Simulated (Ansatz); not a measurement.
C2H6AlCl (SMILES [CH3][Al]([CH3])[Cl]) moved off its minimum; all values from Ansatz (an electronic-structure program), cores frozen in correlated methods.
(charge 0, multiplicity 1)
```xyz
10

Al     0.17911    -0.37714     0.22265
C      2.04925    -0.55900    -0.34103
H      2.65318    -1.32981     0.32784
H      2.66833     0.23230    -0.33522
H      2.06632    -0.91601    -1.40014
C     -0.80426    -1.12712     1.86451
H     -1.58764    -1.56463     1.50401
H     -0.95063    -0.23744     2.45283
H      0.12256    -1.79082     2.30030
Cl    -0.88334     1.09615    -0.88563
```

Forces at HF/def2-TZVPP (eV/Å):

| atom | Fx | Fy | Fz |
|---|---|---|---|
| Al1 | -0.211 | 0.481 | 0.812 |
| C2 | -0.408 | -4.899 | 0.612 |
| H3 | -1.529 | 1.260 | -1.602 |
| H4 | 1.616 | 3.258 | 0.103 |
| H5 | 0.006 | -0.013 | 0.955 |
| C6 | 8.847 | 1.909 | 0.627 |
| H7 | -4.673 | -3.006 | -1.154 |
| H8 | -0.384 | -0.219 | 0.428 |
| H9 | -3.188 | 1.346 | -0.708 |
| Cl10 | -0.075 | -0.117 | -0.072 |

**Question.** Give the forces (eV/Å), the total energy and the dipole at CCSD(T)/cc-pV(T+d)Z.

**Answer.** 
```tsv
atom	Fx	Fy	Fz
Al1	-0.190	0.431	0.743
C2	-0.796	-4.734	0.701
H3	-1.329	1.080	-1.407
H4	1.819	3.386	0.097
H5	0.014	-0.082	0.675
C6	8.506	1.766	0.788
H7	-4.811	-3.035	-1.383
H8	-0.349	0.089	0.507
H9	-2.803	1.213	-0.664
Cl10	-0.061	-0.115	-0.057
```
Energy -781.4597 hartree, dipole 2.04 D.
